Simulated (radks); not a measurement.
Species: Pt XVI. Configuration: [Kr] 4d10 4f14 5s2 5p1.

All-electron calculation, scalar-relativistic Kohn-Sham, PBE, spin-polarised, spherical densities, finite nucleus; open shells are filled with parallel spins first (spin-orbit coupling, left out, can overturn this in heavy ions); Fermi nuclear charge, rms radius 5.427 fm. Program: a radial shooting solver on a logarithmic mesh with Libxc functionals.

Energy parts (eV):
total: -498895.35
kinetic: 556336.79
electron-nucleus: -1219817.95
Hartree: 173921.72
exchange-correlation: -9335.91

Orbitals (lengths in bohr, moments of r in powers of bohr):
orbital,occ.,eigenvalue (eV),<1/r>
1s up,1,-78714.74,93.91
1s down,1,-78714.56,93.91
2s up,1,-14087.04,22.02
2s down,1,-14086.95,22.02
2p up,3,-12254.71,19.67
2p down,3,-12254.56,19.67
3s up,1,-3542.812,8.165
3s down,1,-3542.709,8.165
3p up,3,-3008.782,7.470
3p down,3,-3008.662,7.470
3d up,5,-2429.227,7.037
3d down,5,-2429.107,7.037
4s up,1,-998.4216,3.499
4s down,1,-998.1996,3.499
4p up,3,-822.7685,3.168
4p down,3,-822.5189,3.169
4d up,5,-609.0323,2.845
4d down,5,-608.7140,2.847
5s up,1,-382.2770,1.559
5s down,1,-380.3978,1.562
4f up,7,-370.2493,2.454
4f down,7,-369.7877,2.459
5p up,1,-327.5482,1.404
5p down,0,-325.5902,1.404

The highest occupied level is 5p up at -327.55 eV. For comparison, the ionisation energy in NIST's Atomic Spectra Database is 358 eV (theoretical). In exact Kohn-Sham theory the highest level is minus the ionisation energy, but local and semilocal functionals leave it too shallow, through self-interaction and a potential that decays too fast; potentials with the right tail come closer.
